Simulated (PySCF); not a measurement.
PySCF input (HF/def2-TZVPD):

```python
from pyscf import gto, scf, dft

mol = gto.M(
    atom='''
    Mg    0.00044284    0.00155158    0.00008705
    O    -0.16881874   -0.05431306    1.76260046
    O     0.16692240    0.04766886   -1.76297324
    H     0.14554465   -0.17160218    2.65193648
    H    -0.13568805    0.20613678   -2.64999887
    ''',
    basis='def2-tzvpd',
    charge=0,
    spin=0,
    verbose=4,
)

mf = scf.RHF(mol).density_fit(auxbasis='def2-universal-jkfit')
mf.conv_tol = 1e-9
mf.max_cycle = 100
mf.max_memory = 1500
mf.kernel()
if not mf.converged:
    mf = mf.newton()
    mf.kernel(mf.make_rdm1())
mf.analyze()
```

Output:

```
PySCF version 2.14.0

[INPUT] verbose = 4
[INPUT] num. atoms = 5
[INPUT] num. electrons = 30
[INPUT] charge = 0
[INPUT] spin (= nelec alpha-beta = 2S) = 0
[INPUT] symmetry False subgroup None
[INPUT] Mole.unit = angstrom
[INPUT] Symbol           X                Y                Z      unit          X                Y                Z       unit  Magmom
[INPUT]  1 Mg     0.000442840000   0.001551580000   0.000087050000 AA    0.000836846317   0.002932061260   0.000164500659 Bohr   0.0
[INPUT]  2 O     -0.168818740000  -0.054313060000   1.762600460000 AA   -0.319021183294  -0.102636808387   3.330832136432 Bohr   0.0
[INPUT]  3 O      0.166922400000   0.047668860000  -1.762973240000 AA    0.315437620055   0.090081090070  -3.331536588537 Bohr   0.0
[INPUT]  4 H      0.145544650000  -0.171602180000   2.651936480000 AA    0.275039527396  -0.324281122578   5.011433646943 Bohr   0.0
[INPUT]  5 H     -0.135688050000   0.206136780000  -2.649998870000 AA   -0.256413252876   0.389542058400  -5.007772094707 Bohr   0.0

nuclear repulsion = 82.6067928844649
number of shells = 51
number of NR pGTOs = 188
number of NR cGTOs = 133
basis = def2-tzvpd
ecp = {}

******** <class 'pyscf.df.df_jk.DFRHF'> ********
method = DFRHF
initial guess = minao
damping factor = 0
level_shift factor = 0
DIIS = <class 'pyscf.scf.diis.CDIIS'>
diis_start_cycle = 1
diis_space = 8
diis_damp = 0
SCF conv_tol = 1e-09
SCF conv_tol_grad = None
SCF max_cycles = 100
direct_scf = False
Set gradient conv threshold to 3.16228e-05
Initial guess from minao.
******** <class 'pyscf.df.df.DF'> ********
auxbasis = def2-universal-jkfit
init E= -350.410759665584
  HOMO = -0.495916288827041  LUMO = -0.113527398469117  gap/eV = 10.40533
cycle= 1 E= -350.515005846407  delta_E= -0.104  |g|= 0.841  |ddm|= 1.69
  HOMO = -0.319525714826554  LUMO = 0.0344303544008348  gap/eV = 9.63164
cycle= 2 E= -350.585142264859  delta_E= -0.0701  |g|= 0.635  |ddm|= 0.975
  HOMO = -0.449507009998027  LUMO = 0.0263391440926131  gap/eV = 12.94843
cycle= 3 E= -350.651812168458  delta_E= -0.0667  |g|= 0.0318  |ddm|= 0.33
  HOMO = -0.446624573965564  LUMO = 0.0270502659392193  gap/eV = 12.88935
cycle= 4 E= -350.652382686745  delta_E= -0.000571  |g|= 0.00856  |ddm|= 0.065
  HOMO = -0.44629876423565  LUMO = 0.0272113785845812  gap/eV = 12.88487
cycle= 5 E= -350.652430359004  delta_E= -4.77e-05  |g|= 0.00233  |ddm|= 0.018
  HOMO = -0.446103131801737  LUMO = 0.0271075400069784  gap/eV = 12.87672
cycle= 6 E= -350.652434834245  delta_E= -4.48e-06  |g|= 0.000549  |ddm|= 0.00573
  HOMO = -0.446079427132332  LUMO = 0.0271032084380569  gap/eV = 12.87596
cycle= 7 E= -350.652435076487  delta_E= -2.42e-07  |g|= 0.00012  |ddm|= 0.0013
  HOMO = -0.446079693920534  LUMO = 0.0270993504779  gap/eV = 12.87586
cycle= 8 E= -350.652435087884  delta_E= -1.14e-08  |g|= 3.5e-05  |ddm|= 0.000245
  HOMO = -0.446072541557659  LUMO = 0.0270997734726202  gap/eV = 12.87567
cycle= 9 E= -350.652435088945  delta_E= -1.06e-09  |g|= 7.79e-06  |ddm|= 8.06e-05
  HOMO = -0.44607086833174  LUMO = 0.0270997542199174  gap/eV = 12.87563
cycle= 10 E= -350.652435088987  delta_E= -4.16e-11  |g|= 1.72e-06  |ddm|= 1.53e-05
  HOMO = -0.446070906179572  LUMO = 0.0270997344055192  gap/eV = 12.87563
Extra cycle  E= -350.652435088988  delta_E= -1.36e-12  |g|= 8.52e-07  |ddm|= 3.61e-06
converged SCF energy = -350.652435088988
**** SCF Summaries ****
Total Energy =                        -350.652435088988341
Nuclear Repulsion Energy =              82.606792884464880
One-electron Energy =                 -654.271362564907577
Two-electron Energy =                  221.012134591454327
Two-electron Coulomb Energy =          254.430083590811478
DFT Exchange-Correlation Energy =      -33.417948999357151
HOMO-LUMO gap [eV] =                    12.875628954291599
**** MO energy ****
MO #1   energy= -49.0128720755428  occ= 2
MO #2   energy= -20.4903511707471  occ= 2
MO #3   energy= -20.4903503012339  occ= 2
MO #4   energy= -3.75681998259003  occ= 2
MO #5   energy= -2.27917912010444  occ= 2
MO #6   energy= -2.2787807313276   occ= 2
MO #7   energy= -2.27828433474179  occ= 2
MO #8   energy= -1.24410658656685  occ= 2
MO #9   energy= -1.23898943055504  occ= 2
MO #10  energy= -0.636663092726125 occ= 2
MO #11  energy= -0.617927074076069 occ= 2
MO #12  energy= -0.451714631729697 occ= 2
MO #13  energy= -0.4517075009866   occ= 2
MO #14  energy= -0.449731288033235 occ= 2
MO #15  energy= -0.446070906179572 occ= 2
MO #16  energy= 0.0270997344055192 occ= 0
MO #17  energy= 0.0476256610437076 occ= 0
MO #18  energy= 0.0494135407841786 occ= 0
MO #19  energy= 0.0562887922606998 occ= 0
MO #20  energy= 0.112693605974612  occ= 0
MO #21  energy= 0.135965970539406  occ= 0
MO #22  energy= 0.137595186530316  occ= 0
MO #23  energy= 0.143614466526691  occ= 0
MO #24  energy= 0.146027107375599  occ= 0
MO #25  energy= 0.15447765365127   occ= 0
MO #26  energy= 0.158262693383254  occ= 0
MO #27  energy= 0.182166233059754  occ= 0
MO #28  energy= 0.193998042776199  occ= 0
MO #29  energy= 0.194210658346555  occ= 0
MO #30  energy= 0.200516995579092  occ= 0
MO #31  energy= 0.230340195693532  occ= 0
MO #32  energy= 0.296853929897627  occ= 0
MO #33  energy= 0.305264239160508  occ= 0
MO #34  energy= 0.320299049686645  occ= 0
MO #35  energy= 0.331696297441392  occ= 0
MO #36  energy= 0.351957831420712  occ= 0
MO #37  energy= 0.361823734031478  occ= 0
MO #38  energy= 0.371799267401995  occ= 0
MO #39  energy= 0.387544953372159  occ= 0
MO #40  energy= 0.395824285097857  occ= 0
MO #41  energy= 0.417658111424162  occ= 0
MO #42  energy= 0.429077197656634  occ= 0
MO #43  energy= 0.45297670708408   occ= 0
MO #44  energy= 0.467348532675307  occ= 0
MO #45  energy= 0.494165264499966  occ= 0
MO #46  energy= 0.520558738604697  occ= 0
MO #47  energy= 0.545231792167213  occ= 0
MO #48  energy= 0.547402991457123  occ= 0
MO #49  energy= 0.590589752689867  occ= 0
MO #50  energy= 0.590710192789505  occ= 0
MO #51  energy= 0.634590639136625  occ= 0
MO #52  energy= 0.636877414332023  occ= 0
MO #53  energy= 0.679653939944659  occ= 0
MO #54  energy= 0.719451246163256  occ= 0
MO #55  energy= 0.744131036019264  occ= 0
MO #56  energy= 0.797336992959341  occ= 0
MO #57  energy= 0.798687250097749  occ= 0
MO #58  energy= 0.820957487324124  occ= 0
MO #59  energy= 0.857555838709321  occ= 0
MO #60  energy= 0.912849243155173  occ= 0
MO #61  energy= 0.925208006131748  occ= 0
MO #62  energy= 0.973040950986662  occ= 0
MO #63  energy= 0.987355538860079  occ= 0
MO #64  energy= 1.00147569048564   occ= 0
MO #65  energy= 1.09263866988165   occ= 0
MO #66  energy= 1.1671626263855    occ= 0
MO #67  energy= 1.19547134589997   occ= 0
MO #68  energy= 1.19903648276279   occ= 0
MO #69  energy= 1.30086450133006   occ= 0
MO #70  energy= 1.33582344399871   occ= 0
MO #71  energy= 1.40961908970895   occ= 0
MO #72  energy= 1.41891279755152   occ= 0
MO #73  energy= 1.88671388502906   occ= 0
MO #74  energy= 1.92294084779795   occ= 0
MO #75  energy= 1.93846246895526   occ= 0
MO #76  energy= 1.98718863913434   occ= 0
MO #77  energy= 2.00532558823213   occ= 0
MO #78  energy= 2.02273874970956   occ= 0
MO #79  energy= 2.07889303227471   occ= 0
MO #80  energy= 2.082260162272     occ= 0
MO #81  energy= 2.0999757198313    occ= 0
MO #82  energy= 2.23855362011303   occ= 0
MO #83  energy= 2.25155126156576   occ= 0
MO #84  energy= 2.26602596229459   occ= 0
MO #85  energy= 2.35859950451616   occ= 0
MO #86  energy= 2.45910455255787   occ= 0
MO #87  energy= 2.57658289782227   occ= 0
MO #88  energy= 2.5981479240567    occ= 0
MO #89  energy= 2.77182633420583   occ= 0
MO #90  energy= 3.03804088497989   occ= 0
MO #91  energy= 3.04876398865052   occ= 0
MO #92  energy= 3.25870058500358   occ= 0
MO #93  energy= 3.31702104557344   occ= 0
MO #94  energy= 3.33064432705787   occ= 0
MO #95  energy= 3.35366271629798   occ= 0
MO #96  energy= 3.42593657489745   occ= 0
MO #97  energy= 3.51604730329009   occ= 0
MO #98  energy= 3.80843625271409   occ= 0
MO #99  energy= 3.87034976902275   occ= 0
MO #100 energy= 4.34910495378012   occ= 0
MO #101 energy= 4.36037501076495   occ= 0
MO #102 energy= 5.61113010724606   occ= 0
MO #103 energy= 5.61421928057918   occ= 0
MO #104 energy= 5.63148302062664   occ= 0
MO #105 energy= 5.64270525626647   occ= 0
MO #106 energy= 5.64617497108889   occ= 0
MO #107 energy= 5.6465429918034    occ= 0
MO #108 energy= 5.64892283806362   occ= 0
MO #109 energy= 5.66139558858649   occ= 0
MO #110 energy= 5.68479903407678   occ= 0
MO #111 energy= 5.93952539435477   occ= 0
MO #112 energy= 5.96424197527343   occ= 0
MO #113 energy= 6.00540619627872   occ= 0
MO #114 energy= 6.00641986399837   occ= 0
MO #115 energy= 6.8649708243574    occ= 0
MO #116 energy= 6.87312629628854   occ= 0
MO #117 energy= 6.95993164809304   occ= 0
MO #118 energy= 6.96656432049813   occ= 0
MO #119 energy= 6.9796064152382    occ= 0
MO #120 energy= 6.9831615122199    occ= 0
MO #121 energy= 7.02301954206764   occ= 0
MO #122 energy= 7.02392201419183   occ= 0
MO #123 energy= 7.06120484207074   occ= 0
MO #124 energy= 7.06234998801272   occ= 0
MO #125 energy= 7.1437784846885    occ= 0
MO #126 energy= 7.18102985481585   occ= 0
MO #127 energy= 7.21412514046559   occ= 0
MO #128 energy= 7.25400268267855   occ= 0
MO #129 energy= 7.5144653695657    occ= 0
MO #130 energy= 7.66876512889436   occ= 0
MO #131 energy= 7.71397790109972   occ= 0
MO #132 energy= 45.3301128642959   occ= 0
MO #133 energy= 45.3781025333761   occ= 0
 ** Mulliken pop on meta-lowdin orthogonal AOs  **
 ** Mulliken pop  **
pop of  0 Mg 1s           2.00000
pop of  0 Mg 2s           1.99995
pop of  0 Mg 3s           0.21625
pop of  0 Mg 4s           0.00115
pop of  0 Mg 5s           0.00008
pop of  0 Mg 2px          1.99997
pop of  0 Mg 2py          1.99997
pop of  0 Mg 2pz          1.99990
pop of  0 Mg 3px          0.00966
pop of  0 Mg 3py          0.01182
pop of  0 Mg 3pz          0.00830
pop of  0 Mg 4px          0.00051
pop of  0 Mg 4py          0.00065
pop of  0 Mg 4pz          0.00215
pop of  0 Mg 5px          0.00103
pop of  0 Mg 5py          0.00127
pop of  0 Mg 5pz          0.00108
pop of  0 Mg 6px          0.00004
pop of  0 Mg 6py          0.00004
pop of  0 Mg 6pz          0.00079
pop of  0 Mg 3dxy         0.00001
pop of  0 Mg 3dyz         0.00124
pop of  0 Mg 3dz^2        0.00109
pop of  0 Mg 3dxz         0.00101
pop of  0 Mg 3dx2-y2      0.00001
pop of  0 Mg 4dxy         0.00009
pop of  0 Mg 4dyz         0.01142
pop of  0 Mg 4dz^2        0.00559
pop of  0 Mg 4dxz         0.00967
pop of  0 Mg 4dx2-y2      0.00007
pop of  0 Mg 5dxy         0.00000
pop of  0 Mg 5dyz         0.00021
pop of  0 Mg 5dz^2        0.00078
pop of  0 Mg 5dxz         0.00015
pop of  0 Mg 5dx2-y2      0.00000
pop of  1 O 1s            1.99999
pop of  1 O 2s            1.71331
pop of  1 O 3s            0.00569
pop of  1 O 4s            0.00098
pop of  1 O 5s            0.00050
pop of  1 O 6s            0.00024
pop of  1 O 2px           1.91490
pop of  1 O 2py           1.95374
pop of  1 O 2pz           1.55524
pop of  1 O 3px           0.01517
pop of  1 O 3py           0.01677
pop of  1 O 3pz           0.00231
pop of  1 O 4px           0.00089
pop of  1 O 4py           0.00083
pop of  1 O 4pz           0.00448
pop of  1 O 5px           0.00075
pop of  1 O 5py           0.00079
pop of  1 O 5pz           0.00065
pop of  1 O 3dxy          0.00042
pop of  1 O 3dyz          0.00036
pop of  1 O 3dz^2         0.00211
pop of  1 O 3dxz          0.00179
pop of  1 O 3dx2-y2       0.00043
pop of  1 O 4dxy          0.00011
pop of  1 O 4dyz          0.00061
pop of  1 O 4dz^2         0.00020
pop of  1 O 4dxz          0.00065
pop of  1 O 4dx2-y2       0.00011
pop of  1 O 5dxy          0.00003
pop of  1 O 5dyz          0.00067
pop of  1 O 5dz^2         0.00047
pop of  1 O 5dxz          0.00069
pop of  1 O 5dx2-y2       0.00002
pop of  1 O 4f-3          0.00000
pop of  1 O 4f-2          0.00003
pop of  1 O 4f-1          0.00026
pop of  1 O 4f+0          0.00050
pop of  1 O 4f+1          0.00045
pop of  1 O 4f+2          0.00004
pop of  1 O 4f+3          0.00000
pop of  2 O 1s            1.99999
pop of  2 O 2s            1.71331
pop of  2 O 3s            0.00569
pop of  2 O 4s            0.00098
pop of  2 O 5s            0.00050
pop of  2 O 6s            0.00024
pop of  2 O 2px           1.91818
pop of  2 O 2py           1.94869
pop of  2 O 2pz           1.55701
pop of  2 O 3px           0.01529
pop of  2 O 3py           0.01660
pop of  2 O 3pz           0.00235
pop of  2 O 4px           0.00088
pop of  2 O 4py           0.00084
pop of  2 O 4pz           0.00448
pop of  2 O 5px           0.00075
pop of  2 O 5py           0.00078
pop of  2 O 5pz           0.00065
pop of  2 O 3dxy          0.00044
pop of  2 O 3dyz          0.00051
pop of  2 O 3dz^2         0.00207
pop of  2 O 3dxz          0.00168
pop of  2 O 3dx2-y2       0.00041
pop of  2 O 4dxy          0.00011
pop of  2 O 4dyz          0.00062
pop of  2 O 4dz^2         0.00020
pop of  2 O 4dxz          0.00064
pop of  2 O 4dx2-y2       0.00011
pop of  2 O 5dxy          0.00003
pop of  2 O 5dyz          0.00069
pop of  2 O 5dz^2         0.00046
pop of  2 O 5dxz          0.00068
pop of  2 O 5dx2-y2       0.00002
pop of  2 O 4f-3          0.00000
pop of  2 O 4f-2          0.00004
pop of  2 O 4f-1          0.00029
pop of  2 O 4f+0          0.00050
pop of  2 O 4f+1          0.00043
pop of  2 O 4f+2          0.00003
pop of  2 O 4f+3          0.00000
pop of  3 H 1s            0.63227
pop of  3 H 2s            0.00936
pop of  3 H 3s            0.00546
pop of  3 H 2px           0.00413
pop of  3 H 2py           0.00444
pop of  3 H 2pz           0.00125
pop of  3 H 3px           0.00111
pop of  3 H 3py           0.00127
pop of  3 H 3pz           0.00057
pop of  4 H 1s            0.63227
pop of  4 H 2s            0.00936
pop of  4 H 3s            0.00546
pop of  4 H 2px           0.00416
pop of  4 H 2py           0.00440
pop of  4 H 2pz           0.00127
pop of  4 H 3px           0.00112
pop of  4 H 3py           0.00126
pop of  4 H 3pz           0.00057
 ** Mulliken atomic charges  **
charge of    0Mg =      1.71405
charge of    1O =     -1.19716
charge of    2O =     -1.19716
charge of    3H =      0.34014
charge of    4H =      0.34014
Dipole moment(X, Y, Z, Debye):  0.02536,  0.08884,  0.00498
```
